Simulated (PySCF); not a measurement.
First SCF of a structure search on quintet RuHCl, at a hand-made linear geometry. PySCF input:

```python
from pyscf import gto, scf, dft
mol = gto.M(atom='''
Ru     0.000000     0.000000     0.000000
H      0.000000     0.000000    -1.570000
Cl     0.000000     0.000000     2.240000''',
    basis={'Ru': 'def2-TZVP', 'H': 'def2-TZVP', 'Cl': 'def2-TZVP'},
    ecp={'Ru': 'def2-TZVP'},
    charge=0, spin=4)
mf = dft.UKS(mol, xc='PBE0')
mf.grids.atom_grid = (50, 194)
aux = {'Ru': 'def2-universal-JKFIT', 'H': 'def2-universal-JKFIT', 'Cl': 'def2-universal-JKFIT'}
mf = mf.density_fit(auxbasis=aux)
mf.conv_tol = 1e-08
mf.diis_space = 10
mf.max_cycle = 60
mf.init_guess = 'minao'
mf.verbose = 4
mf.kernel()
```

Excerpt of the output (cycles alone):

```
init E= -547.65298861407
cycle= 1 E= -553.798869926483  delta_E= -6.15  |g|= 1.82  |ddm|= 2.92
cycle= 2 E= -539.709444192469  delta_E= 14.1  |g|= 4.26  |ddm|= 7.12
cycle= 3 E= -555.323708044872  delta_E= -15.6  |g|= 0.641  |ddm|= 6.98
cycle= 4 E= -555.388532836634  delta_E= -0.0648  |g|= 0.464  |ddm|= 0.753
cycle= 5 E= -555.479020701138  delta_E= -0.0905  |g|= 0.257  |ddm|= 0.316
cycle= 6 E= -555.514918299004  delta_E= -0.0359  |g|= 0.0607  |ddm|= 0.243
cycle= 7 E= -555.516357236786  delta_E= -0.00144  |g|= 0.0255  |ddm|= 0.0782
cycle= 8 E= -555.516608786843  delta_E= -0.000252  |g|= 0.00449  |ddm|= 0.016
cycle= 9 E= -555.516625329901  delta_E= -1.65e-05  |g|= 0.0013  |ddm|= 0.00532
cycle= 10 E= -555.516627868761  delta_E= -2.54e-06  |g|= 0.000579  |ddm|= 0.00274
cycle= 11 E= -555.516628399892  delta_E= -5.31e-07  |g|= 0.000161  |ddm|= 0.00152
cycle= 12 E= -555.516628448255  delta_E= -4.84e-08  |g|= 3.55e-05  |ddm|= 0.000506
cycle= 13 E= -555.516628450279  delta_E= -2.02e-09  |g|= 7.71e-06  |ddm|= 0.000109
Extra cycle  E= -555.516628450256  delta_E= 2.3e-11  |g|= 1.31e-05  |ddm|= 1.81e-05
converged SCF energy = -555.516628450256  <S^2> = 6.0083885  2S+1 = 5.0033543
```

No lower solution of this spin was found from smeared starts or by a stability analysis within the unrestricted form.

Open d and f shells are described by one determinant, and the ground state may have another occupation or spin.

The search for the lowest solution, 3 starts and the stability check together, took 8.2 s on 2 threads of a shared Arm Neoverse V2 host, with 83 basis functions; the process peaked at 0.41 GiB.
